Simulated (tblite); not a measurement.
C5H11O2 (doublet state).
Z-matrix (Å and degrees, GFN2-xTB geometry), rows numbered from 1:
```
C 
O   1  1.4022
C   2  1.4372  1  113.40
C   3  1.4792  2  108.72  1  -178.37
C   4  1.4753  3  121.19  2   -88.30
C   5  1.5579  4  112.24  3    51.43
O   6  1.3959  5  112.89  4    54.48
H   1  1.0974  2  111.34  3   -61.35
H   1  1.0968  2  111.28  3    60.09
H   1  1.0884  2  106.55  3   179.32
H   3  1.1007  2  108.89  1    60.10
H   3  1.1011  2  108.35  1   -57.82
H   4  1.0763  3  117.12  2    73.71
H   5  1.0967  4  110.97  3   -66.98
H   5  1.0897  4  109.89  3   172.89
H   6  1.0980  5  108.97  4   -68.94
H   6  1.0928  5  108.91  4   172.66
H   7  0.9695  6  107.25  5   -65.49
```

Method: GFN2-xTB as coded in tblite; computed harmonic values from a numerical Hessian at the method's own geometry, unscaled. This tight-binding method is rough: wavenumbers can miss measured ones by several per cent, in bad cases by 10 to 20. One conformer, not necessarily the lowest. Open shells enter through the occupations alone, without spin polarisation, and single modes of such species can be off by tens of per cent.

Harmonic wavenumbers (cm⁻¹): 61.9, 67.1, 102.6, 151.7, 216.9, 239.3, 253.1, 339.4, 438.1, 463.3, 540.4, 594.9, 840.3, 884.2, 912.3, 943.1, 995.1, 1048.4, 1069.1, 1106.3, 1135.5, 1141.6, 1156.0, 1180.0, 1193.6, 1221.7, 1293.3, 1306.9, 1325.1, 1342.8, 1357.7, 1405.2, 1452.5, 1466.4, 1468.5, 1479.4, 1490.8, 2842.7, 2867.3, 2885.9, 2896.6, 2897.5, 2921.6, 2970.8, 3008.8, 3025.3, 3114.7, 3443.6.

A = 3989, B = 1742, C = 1368 MHz; mass 103.076 u (most abundant isotopes); point group C1, symmetry number 1; spin multiplicity 2.

Problem. Zero-point energy?

Solution. Half the sum of the wavenumbers: 33280 cm⁻¹ = 95.15 kcal/mol.

Problem. Give the ideal-gas entropy at 298.15 K and 1 bar in the rigid-rotor, harmonic-oscillator model (classical rotation).

Solution. Translation 39.83, rotation 27.92, vibration 25.39, spin (R ln 2) 1.38: S = 94.5 cal/(mol K).

Problem. And Cp and H(298.15 K) − H(0)?

Solution. Cp = 33.49 cal/(mol K), of which vibrations give 25.54 (their classical limit is 48 R = 95.4); H(298.15 K) − H(0) = 6.32 kcal/mol without the zero-point energy, 3.95 from vibrations.

Problem. Blend soft modes into free rotors: weight 1/[1 + (100 cm⁻¹/ν̃)⁴] for the oscillator and the rest for a rotor with moment μB/(μ + B), μ = h/(8π²ν), B = 10⁻⁴⁴ kg m². What vibrational entropy results?

Solution. 23.35 cal/(mol K) in place of 25.39, which changes −T·S at 298.15 K by +0.61 kcal/mol.

Problem. How do the functions run with temperature in this model?

Solution. 
```json
{"T (K)": "100", "S (cal/(mol K))": "68.1", "Cp (cal/(mol K))": "17.8", "H − H(0) (kcal/mol)": "1.26", "G − H(0) (kcal/mol)": "-5.55", "ln q(vib)": "1.50"}
{"T (K)": "200", "S (cal/(mol K))": "82.9", "Cp (cal/(mol K))": "25.5", "H − H(0) (kcal/mol)": "3.44", "G − H(0) (kcal/mol)": "-13.14", "ln q(vib)": "3.87"}
{"T (K)": "300", "S (cal/(mol K))": "94.7", "Cp (cal/(mol K))": "33.7", "H − H(0) (kcal/mol)": "6.38", "G − H(0) (kcal/mol)": "-22.03", "ln q(vib)": "6.14"}
{"T (K)": "500", "S (cal/(mol K))": "116.0", "Cp (cal/(mol K))": "50.6", "H − H(0) (kcal/mol)": "14.86", "G − H(0) (kcal/mol)": "-43.14", "ln q(vib)": "10.56"}
{"T (K)": "800", "S (cal/(mol K))": "143.9", "Cp (cal/(mol K))": "68.0", "H − H(0) (kcal/mol)": "32.86", "G − H(0) (kcal/mol)": "-82.24", "ln q(vib)": "17.00"}
{"T (K)": "1000", "S (cal/(mol K))": "159.9", "Cp (cal/(mol K))": "75.7", "H − H(0) (kcal/mol)": "47.28", "G − H(0) (kcal/mol)": "-112.65", "ln q(vib)": "21.06"}
```

q(vib) and H(0) count from the zero-point level.

Hindered rotation and anharmonicity are outside this model. Other conformers, if any are populated, would add a mixing term that is left out. The structure is chiral; the term R ln 2 for an equal mix with its mirror image is left out.
